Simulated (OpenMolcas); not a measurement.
Ti2+: moving or changing the point charges

Ti2+ among 4 point charges of -1 e arranged as a tetrahedron (Td), 1.72 Å from the ion.

```json
{"Program": "OpenMolcas", "Method": "CASSCF", "Basis": "ANO-RCC-VTZP [6s5p3d2f1g]", "Scalar Hamiltonian": "DKH2, point nucleus", "Active space": "2 electrons in 5 orbitals (3d)", "State averaging": "2S+1 = 3 even, 10 roots; 2S+1 = 1 even, 15 roots", "Spin-orbit coupling": "RASSI with atomic mean-field integrals over the reference wave functions"}
```

Runs around this geometry, states (labels of Td). Energies in cm-1 above the lowest state or level, χT in cm3 K/mol; 10Dq and B are least-squares fits to the states below 45000 cm-1, weighted by degeneracy, with a free offset, and given where the rms deviation is under 5 % of |10Dq| (or 100 cm-1) and under 700 cm-1; 10Dq is negative for this site.

| R (Å) | q (e) | Ground state | First state of that spin | 10Dq | B (rms of fit) | First gap with spin-orbit (degeneracies) | χT at 300 K | First state of another spin |
| --- | --- | --- | --- | --- | --- | --- | --- | --- |
| 1.72 | -0.5 | 3A2 | 3T2 1981 | -1996 | 865 (94) | 1936 (3, 1) | 1.073 | 1E 11881 |
| 1.72 | -1 | 3A2 | 3T2 3051 |  |  | 3014 (3, 1) | 1.052 | 1E 11288 |
| 1.91 | -1 | 3A2 | 3T2 2223 |  |  | 2181 (3, 1) | 1.067 | 1E 11695 |

Taking the first state of the same spin as R^-n, n = -ln(2223 / 3051) / ln(1.91 / 1.72) = 3.0 between the shortest and longest distance.

Scaling the charges by -0.5 / -1 = 0.50 scales the first state of the same spin by 1981 / 3051 = 0.65; with fixed orbitals a first-order splitting would follow the charge.

Without dynamic correlation the repulsion within the d shell is too large (B by tens of per cent), so at a given field states of lower spin stand too high. The ground term spreads over less than 5000 cm-1, several times less than with real ligands, so orbital moments are less quenched and χT lies further from the spin-only value than at real sites (holds for R = 1.72, q = -0.5; R = 1.91, q = -1). This is an electrostatic model: the charges have no orbitals. No measured value stands beside these numbers.
